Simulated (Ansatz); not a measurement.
Calculated with Ansatz (gas phase, PBE0-D4/def2-TZVP geometries, no zero-point term in ΔE). CCSD(T)/CBS adds triple-zeta CCSD(T) − MP2 to the extrapolated MP2 energy (def2 sets, frozen cores). DFT in def2-TZVPP. One conformer a species, not always the lowest.

`C[O][Al]1[CH2][NH]1` + `[SiH3]BN[SiH3]` → `CN([SiH3])B[SiH3]` + `[OH][Al]1[CH2][NH]1`  (substitution at a C–O bond)

CCSD(T)/CBS gives -30.3 kJ/mol.

(1) Another level gave -29.2 kJ/mol. Which?
A. HF/def2-TZVPP
B. MP2/def2-TZVPP
C. PBE/def2-TZVPP
D. CCSD(T)/def2-TZVPP

Largest T1 diagnostic among the species: 0.014.

Answers

(1) D. CCSD(T)/def2-TZVPP -29.2, MP2/def2-TZVPP -34.1, PBE -24.6, HF/def2-TZVPP -5.0 kJ/mol.

In def2-TZVPP, CCSD(T) changes the Hartree–Fock value by −24.2 kJ/mol (the triples alone add −3.5 kJ/mol) and MP2 by −29.2 kJ/mol. The D4 term adds −6.2 kJ/mol with B3LYP and −3.4 kJ/mol with PBE0; it sums over pairs of atoms, weighted by their polarisabilities, and B3LYP, whose exchange is more repulsive, gets the larger term.

B3LYP here is the variant with VWN-RPA as its local correlation; programs differ in this.
